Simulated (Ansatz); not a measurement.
Geometry optimisation, UKS PBE-D4/cc-pVDZ (Ansatz 0.2.0).

The input (input.yaml):

```yaml
crystal:
  periodic: [false, false, false]
  atoms:
    - { symbol: B, position_ang: [0.065477, -0.294467, 0.12682] }
    - { symbol: H, position_ang: [0.54824, -0.934883, 2.379232] }
    - { symbol: F, position_ang: [0.815819, 0.780595, -0.18483] }
    - { symbol: F, position_ang: [-1.262233, -0.222286, -0.082493] }
    - { symbol: "N", position_ang: [0.094076, -0.048539, 2.691519] }
    - { symbol: H, position_ang: [-0.874707, -0.029096, 2.350014] }
    - { symbol: H, position_ang: [0.613328, 0.748676, 2.299738] }
magnetization:
  spin_polarized: true
  initial_magnetization: 1
basis:
  gaussian: { orbitals: cc-pVDZ }
hamiltonian:
  xc: pbe
  dispersion: d4
relax:
  f_tol: 0.03
  max_steps: 50
output:
  orbitals: {}
```

Launched with:

```bash
$ ansatz run input.yaml --threads 2 --pin off --max-ram 3072MiB --backend cpu --events-out ev --progress --plain --runs-dir out
```

Problem. Where does it end, and by what steps?

Solution. The forces met the threshold. After 5 steps the energy has fallen by 0.010 eV; H2 moved furthest, 0.08 Å.

```json
{"step": "0", "energy less start (eV)": "0.0000", "largest force component (eV/Å)": "0.559", "accepted": "yes"}
{"step": "1", "energy less start (eV)": "0.0029", "largest force component (eV/Å)": "0.253", "accepted": "no"}
{"step": "2", "energy less start (eV)": "-0.0077", "largest force component (eV/Å)": "0.287", "accepted": "yes"}
{"step": "3", "energy less start (eV)": "-0.0085", "largest force component (eV/Å)": "0.114", "accepted": "yes"}
{"step": "4", "energy less start (eV)": "-0.0096", "largest force component (eV/Å)": "0.089", "accepted": "yes"}
{"step": "5", "energy less start (eV)": "-0.0101", "largest force component (eV/Å)": "0.026", "accepted": "yes"}
```

```xyz
7
Properties=species:S:1:pos:R:3
B 0.082 -0.294 0.175
H 0.519 -0.922 2.303
F 0.823 0.781 -0.163
F -1.248 -0.247 -0.051
N 0.099 -0.056 2.664
H -0.882 -0.010 2.367
H 0.608 0.748 2.284
```

Run time: 18 s on 2 threads of AMD EPYC 7R43 64-Core Processor (Zen 3) (shared host), peak memory 0.16 GiB.
